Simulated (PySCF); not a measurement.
SMILES O=S1(=O)CCC[CH]1, doublet (B3LYP/def2-SVP optimised geometry):

```
14

O      1.787     0.392     2.360
S      1.365    -0.308     1.134
O      2.290    -1.234     0.469
C      0.692     0.864     0.000
C     -0.797     0.864     0.000
C     -1.262     0.058     1.242
C     -0.267    -1.086     1.441
H      1.361     1.490    -0.594
H     -1.209     1.888     0.000
H     -1.177     0.387    -0.928
H     -1.243     0.709     2.129
H     -2.290    -0.316     1.122
H     -0.373    -1.888     0.694
H     -0.241    -1.511     2.453
```

Level of theory: PySCF 2.14.0 with unrestricted B3LYP/def2-TZVP.

What are the frontier orbital energies (α orbitals alone; a β orbital can be the lowest empty one) and the dipole moment?

HOMO-2 -8.56 eV, HOMO-1 -8.12 eV, HOMO -6.64 eV, LUMO 0.29 eV, LUMO+1 1.03 eV; dipole moment 5.31 D.

On the same geometry unrestricted PBE/def2-TZVP (PySCF) gives HOMO-2 -7.26 eV, HOMO-1 -6.93 eV, HOMO -5.44 eV, LUMO -0.23 eV, LUMO+1 0.33 eV; dipole moment 4.96 D.

Meta-Löwdin charges at B3LYP/def2-TZVP: O1 -0.81, S2 1.79, O3 -0.80, C4 -0.32, C5 -0.19, C6 -0.19, C7 -0.37, H8 0.15, H9 0.13, H10 0.12, H11 0.12, H12 0.12, H13 0.13, H14 0.14.
